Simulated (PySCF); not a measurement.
Two species compared at the same levels of theory.

First species: C₅H₆Se.
SMILES with atom numbers: `[CH:1]#[C:2][C:3](=[CH2:4])[Se:5][CH3:6]` (hydrogens: H7 on C1; H8, H9 on C4; H10, H11, H12 on C6)

Second species: C9H7NS.
InChI=1S/C9H7NS/c1-4-10-5-2-8(1)9-3-6-11-7-9/h1-7H

Levels: CAM-B3LYP/def2-SVPD for dipole moment, HOMO energy, LUMO energy, HOMO–LUMO gap, static isotropic polarisability and electronic spatial extent ⟨r²⟩ about the centre of nuclear charge; TDDFT CAM-B3LYP/def2-SVPD for lowest singlet excitation; PBE0-D3(BJ)/def2-SVP for rotational constant A and rotational constant C. Geometries: PBE0-D3(BJ)/def2-SVP. Each structure is a single optimised conformer of the isolated species, non-relativistic unless stated. Electronic properties by PySCF.

Dipoles, sizes and rotational constants follow the conformer. The torsions of the flexible species, by atom-mapped SMILES:
- `[CH:1]#[C:2][C:3](=[CH2:4])[Se:5][CH3:6]`: C2–C3–Se5–C6 1°
- `[cH:1]1[cH:2][c:3](-[c:4]2[cH:5][cH:6][s:7][cH:8]2)[cH:9][cH:10][n:11]1`: C2–C3–C4–C5 153°

Values for the first species:

| Property | Result |
| --- | --- |
| Dipole moment | 1.26 D |
| HOMO energy | -7.29 eV |
| LUMO energy | -0.04 eV |
| HOMO–LUMO gap | 7.25 eV |
| Lowest singlet excitation | 4.49 eV |
| Static isotropic polarisability | 89.7 au |
| Electronic spatial extent ⟨r²⟩ about the centre of nuclear charge | 892 bohr² |
| Rotational constant A | 3.475 GHz |
| Rotational constant C | 1.265 GHz |

(1) Estimate the same properties for the second species, and the change in each.

Results:

(1) 
```tsv
property	first	second	second less first
dipole moment	1.26 D	2.51 D	+1.25 D
HOMO energy	-7.29 eV	-8.09 eV	-0.80 eV
LUMO energy	-0.04 eV	-0.40 eV	-0.36 eV
HOMO–LUMO gap	7.25 eV	7.69 eV	+0.44 eV
lowest singlet excitation	4.49 eV	4.92 eV	+0.43 eV
static isotropic polarisability	89.7 au	128.6 au	+38.9 au
electronic spatial extent ⟨r²⟩ about the centre of nuclear charge	892 bohr²	2285 bohr²	+1393 bohr²
rotational constant A	3.475 GHz	3.276 GHz	-0.199 GHz
rotational constant C	1.265 GHz	0.456 GHz	-0.809 GHz
```

On the first: In wavenumbers S1 is 36200 cm⁻¹ (1 eV = 8065.54 cm⁻¹). The polarisability is 13.29 Å³ as a volume (1 au = 0.148185 Å³), or 1.28 au for each of the 70 electrons. Relativistic effects, spin–orbit coupling among them, are left out although an element past zinc is present.

On the second: The principal polarisabilities are 75.0, 127.0 and 183.8 au; their mean is the isotropic value. The 10 singlets span 4.92 to 6.58 eV, and their oscillator strengths add up to 1.20.
